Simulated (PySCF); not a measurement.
**Orbital picture of BTe**

PBE0 at R = 1.954 Å; B def2-TZVPP, Te def2-TZVPP with ECP28; scalar-relativistic core potentials (PySCF 2.14). State: ²Σ⁺ (doublet), unpaired electrons σ ↑. Only the outer orbitals are listed, counted within each symmetry, core potentials removing the inner ones.

```
spin  orbital  occ.  ε (eV)  on B (%)           main shells (%)
   α       5σ     1  -18.17        24           74 Te s, 17 B s
   α       6σ     1  -11.75        53  52 B s, 29 Te p, 17 Te s
   α       7σ     1   -8.01        68   50 B p, 30 Te p, 19 B s
   α       3π     1   -7.50        30           69 Te p, 29 B p
   α       3π     1   -7.50        30           69 Te p, 29 B p
   α       4π     0   -2.21        65           64 B p, 29 Te p
   α       4π     0   -2.21        65           64 B p, 29 Te p
   α       8σ     0    1.31        34           78 Te p, 40 B p
   β       5σ     1  -17.95        21           78 Te s, 14 B s
   β       6σ     1  -10.76        40  42 Te p, 38 B s, 16 Te s
   β       3π     1   -7.42        20           80 Te p, 18 B p
   β       3π     1   -7.42        20           80 Te p, 18 B p
   β       7σ     0   -3.58        83   55 B s, 28 B p, 19 Te p
   β       4π     0   -1.45        73           74 B p, 19 Te p
   β       4π     0   -1.45        73           74 B p, 19 Te p
```

**Question.** Which are the highest filled and the lowest empty level, where do they sit, and how wide is the gap?

**Answer.** Highest filled β 3π at -7.42 eV (in %: 80 Te p, 18 B p); lowest empty β 7σ at -3.58 eV (in %: 55 B s, 28 B p, 19 Te p); the gap at PBE0 is 3.84 eV.

```json
{"bond order (Mayer)": "2.48", "⟨S²⟩": "0.780", "charge on B (Mulliken, basis-dependent)": "-0.06", "charge on B (Löwdin, basis-dependent)": "-0.53", "dipole moment (positive dipole means B(−)Te(+))": "0.12 D", "polarisability along the bond": "71.8 bohr³", "polarisability across the bond": "41.3 bohr³"}
```

Spin–orbit coupling is left out. The state is the lowest determinant that a PBE0 search found; another state may lie lower at other levels.
